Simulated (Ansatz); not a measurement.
Ti3. The state is a triplet with charge 0. Geometry PBE-D4/def2-TZVP, that of the charge +1 doublet; atoms count from 1.

```
atom   x (Å)   y (Å)   z (Å)
 Ti1  -0.428  -0.324  -1.369
 Ti2  -0.019   1.125   0.294
 Ti3   0.447  -0.801   1.074
```

The charge 0 triplet is spin-contaminated (final ⟨S²⟩ up to 4.09, 2.00 for a pure state). The structure comes from a short search, and lower isomers may exist.

**Question.** Estimate the Mulliken populations from the PBE0/def2-TZVP orbitals of Ansatz.

**Answer.** 
| atom | charge (e) | spin (α − β) | d electrons |
| --- | --- | --- | --- |
| Ti1 | -0.01 | -1.78 | 2.75 |
| Ti2 | 0.10 | 2.11 | 2.99 |
| Ti3 | -0.10 | 1.66 | 2.70 |
Mulliken values depend strongly on the basis.

**Question.** Where does the spin sit?

**Answer.** Summed by element: Ti 2.00, of 2 unpaired in all. Largest on single atoms: Ti2 2.11, Ti1 -1.78, Ti3 1.66.

**Question.** And the Mayer bond orders between heavy atoms (over 0.3)?

**Answer.** Ti1–Ti2 1.76 (2.24 Å); Ti1–Ti3 1.11 (2.64 Å); Ti2–Ti3 2.20 (2.13 Å).
